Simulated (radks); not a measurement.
The numbers below are computed, except where a source is named.
Spherical quantum dot in the effective-mass picture: electrons in a parabolic well V = omega^2 r^2 / 2 with omega = 0.198, with a point charge +1 (a donor) at the centre, all in effective atomic units (hartree* = m*/eps^2 hartree, bohr* = eps/m* bohr), one dielectric constant everywhere. Level of theory: non-relativistic Kohn-Sham, exchange-only LDA, spin-polarised, spherical densities (a radial shooting solver with Libxc functionals). Levels are named by radial order and angular momentum (1s, 1p, 1d, 2s, ...), and open shells are averaged over m.

N = 11, configuration 1s2 1p6 1d(up 1, down 0) 2s2. This is the lowest configuration that the search found. Occupied and some empty levels:

level,occupation,eigenvalue (hartree*),<r> (bohr*)
1s up,1,2.1620,3.065
1s down,1,2.1668,2.939
1p up,3,2.2751,4.974
1p down,3,2.2870,4.944
2s up,1,2.3218,4.253
2s down,1,2.3301,4.338
1d up,1,2.3675,5.543
1d down,0,2.3806,5.538
1f up,0,2.4745,5.992
1f down,0,2.4877,6.000
2p up,0,2.5298,5.167
2p down,0,2.5378,5.172
1g up,0,2.5938,6.387
1g down,0,2.6068,6.403

Energy (hartree*): total 13.6701, kinetic 1.8505, external 1.5933, Hartree 11.934, exchange-correlation -1.7072.
